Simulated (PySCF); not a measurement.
Radial density of Sr⁺ (strontium, charge +1)

UHF, [Kr] 5s1, 2S determinant. Computed with PySCF 2.14 in aug-cc-pVDZ-X2C (7s6p4d, 45 functions), with scalar relativity by spin-free X2C-1e.

| r (bohr) | 4πr²ρ (e/bohr) | 4πr²(ρα − ρβ) |
| --- | --- | --- |
| 0.0286 | 47.60 | 0.0019 |
| 0.0481 | 40.36 | -0.0009 |
| 0.0809 | 46.61 | 0.0024 |
| 0.136 | 56.43 | 0.0061 |
| 0.229 | 34.25 | 0.0008 |
| 0.385 | 41.58 | 0.0152 |
| 0.648 | 20.39 | 0.0042 |
| 1.09 | 7.559 | 0.0440 |
| 1.83 | 3.981 | 0.0051 |
| 3.08 | 0.5725 | 0.2970 |
| 5.19 | 0.1762 | 0.1748 |
| 8.72 | 0.004399 | 0.0044 |
| 14.7 | 1.348e-05 | 0.0000 |

Densities and radii are taken from the X2C orbitals without a picture-change correction, which distorts them close to the nucleus.
